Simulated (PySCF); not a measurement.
A calculated (r2SCAN, PySCF 2.14, def2-TZVP, no relativity, point nucleus) atom or ion has these occupied shells.

```tsv
shell	electrons	orbital energy (eV)	rms radius, mean of both spins (bohr)
1s α	1	-2801.6	0.106
1s β	1	-2801.0	0.106
2s α	1	-301.09	0.483
2s β	1	-300.75	0.483
2p α	3	-239.88	0.452
2p β	3	-239.15	0.452
3s α	1	-60.710	1.51
3s β	1	-56.924	1.51
3p α	2	-46.891	1.62
```

(1) Name the element and its charge.

Results:

(1) Cl³⁺ (chlorine, charge +3), in [Ne] 3s2 3p2, high-spin 3P determinant.
